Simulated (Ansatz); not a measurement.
CH₃Se₂ (SMILES C[Se][Se]), doublet, geometry from GFN2-xTB. Base run: PBE0/6-31G in Ansatz (a quantum-chemistry and plane-wave program).

Ansatz was given this input:
Ansatz 0.2 input:
```yaml
crystal:
  periodic: [false, false, false]
  atoms:
    - {symbol: C, position_ang: [-2.11547240, -0.41879670, 0.07488089]}
    - {symbol: Se, position_ang: [-0.55419547, 0.77241374, -0.09237170]}
    - {symbol: Se, position_ang: [1.13849247, -0.64326175, 0.06997820]}
    - {symbol: H, position_ang: [-2.07265492, -0.92307861, 1.03673090]}
    - {symbol: H, position_ang: [-3.00980833, 0.19220440, 0.00649221]}
    - {symbol: H, position_ang: [-2.09080048, -1.14751331, -0.73112931]}
basis:
  gaussian:
    orbitals: 6-31G
hamiltonian:
  xc: pbe0
magnetization: {spin_polarized: true, initial_magnetization: 1}
```

The base run was repeated with changes; each row names its change, and settings that it needs were set with it.

```
change                                          ΔE vs base (eV)
----------------------------------------------  ---------------
base                                                       0.00
occupation = up:A':29 A'':10 down:A':28 A'':10             3.73
occupation = up:A':28 A'':11 down:A':28 A'':10             0.00
occupation = up:A':27 A'':12 down:A':28 A'':10             9.86
symmetry_tolerance_ang = 0.01                              0.00
```
